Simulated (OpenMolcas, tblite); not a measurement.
# How methods differ on CH4ClGa (SMILES [CH3][GaH][Cl])

CH4ClGa has 7 atoms, charge 0, and is taken as a singlet. SMILES: `[CH3][GaH][Cl]`. Geometry: relaxed at PBE0-D4/def2-TZVP.

Quantity: the HOMO–LUMO gap, in eV. The values are calculated.

| level | kind | program | value (eV) | CPU time |
| --- | --- | --- | --- | --- |
| GFN2-xTB | semi-empirical | tblite | 4.91 | under 2 s |
| HF/def2-SVP | Hartree–Fock | OpenMolcas | 12.70 | 12 s |
| SVWN5/def2-SVP | LDA | OpenMolcas | 4.50 | 30 s |
| BLYP/def2-SVP | GGA | OpenMolcas | 4.55 | 44 s |
| M06-L/def2-SVP | meta-GGA | OpenMolcas | 5.31 | 53 s |
| B3LYP/def2-SVP | global hybrid | OpenMolcas | 6.23 | 43 s |
| BHLYP/def2-SVP | global hybrid | OpenMolcas | 8.69 | 39 s |
| B2PLYP/def2-SVP | double hybrid | OpenMolcas | 8.91 | 30 s |

All-electron rows without a relativistic Hamiltonian named are non-relativistic. The values span 4.50 to 12.70 eV. Orbital gaps aren't excitation energies, and those of double hybrids come from the SCF part alone; they tend to grow with the share of exact exchange. CPU times are rough (shared hosts, several kinds of processor): they show what a rung costs within a factor of a few.
